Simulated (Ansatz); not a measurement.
`[O]=[Nb]([Cl])([Cl])[Cl]`. Total charge 0; spin multiplicity 1. Nb takes the def2 core potential.

(1) List the harmonic frequencies (cm⁻¹, unscaled) at PBE0-D4/def2-TZVP in Ansatz. (Estimate.)

(2) Is this a minimum?

(3) Give the ideal-gas thermochemistry at 298.15 K and 1 bar (rigid rotor, harmonic oscillator; point group C3v, symmetry number 3).

(4) And at 400, 500, 600, 800 and 1000 K?

Results:

(1) Ansatz gave: 106, 106, 132, 226, 226, 404, 455, 455, 1065.

(2) Yes, all 9 modes are real.

(3) Zero-point energy 19.0 kJ/mol; H(298) − E = 39.5 kJ/mol; entropy 356.4 J/(mol·K), of which translation 175.9, rotation 113.5, vibration 67.0; G(298) − E = -66.8 kJ/mol.

(4) 
```json
{"T (K)": "400", "H − E (kJ/mol)": "49.1", "S (J/mol/K)": "384.1", "G − E (kJ/mol)": "-104.6"}
{"T (K)": "500", "H − E (kJ/mol)": "58.9", "S (J/mol/K)": "406.0", "G − E (kJ/mol)": "-144.1"}
{"T (K)": "600", "H − E (kJ/mol)": "69.0", "S (J/mol/K)": "424.4", "G − E (kJ/mol)": "-185.7"}
{"T (K)": "800", "H − E (kJ/mol)": "89.7", "S (J/mol/K)": "454.1", "G − E (kJ/mol)": "-273.6"}
{"T (K)": "1000", "H − E (kJ/mol)": "110.7", "S (J/mol/K)": "477.6", "G − E (kJ/mol)": "-366.9"}
```
